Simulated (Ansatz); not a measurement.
The cluster Sn₃S₃ (the lowest singlet isomer of a short search). Charge 0, multiplicity 1. Geometry r2SCAN-D4/def2-SVP, basis def2-TZVP, Ansatz.

```xyz
6

Sn    0.561    0.605   -1.559
Sn    1.649   -1.578    1.150
Sn   -1.481    0.276    0.918
S     1.203    0.877    1.108
S    -0.256   -1.782   -0.448
S    -1.675    1.602   -1.168
```

| run | HOMO (eV) | LUMO (eV) |
| --- | --- | --- |
| A | -8.00 | -0.54 |
| B | -8.41 | -1.25 |
| C | -5.42 | -3.65 |
| D | -6.25 | -3.07 |
| E | -5.64 | -3.67 |

In the def2 sets Sn takes a core potential; there is no spin–orbit coupling. LC-ωPBE has ω = 0.4 bohr⁻¹. The structure comes from a short search, and lower isomers may exist.

**Question.** The runs used HF, LC-ωPBE, PBE, PBE0, r2SCAN. Estimate which is which.

**Answer.** A HF (100 % exact exchange); B LC-ωPBE (range-separated); C PBE (0 % exact exchange); D PBE0 (25 % exact exchange); E r2SCAN (0 % exact exchange). Exact exchange lowers occupied and raises empty levels; among semilocal functionals meta-GGAs tend to open the gap a little, and such runs are hard to tell apart. The gap grows from 1.77 eV (PBE) to 7.46 eV (HF).
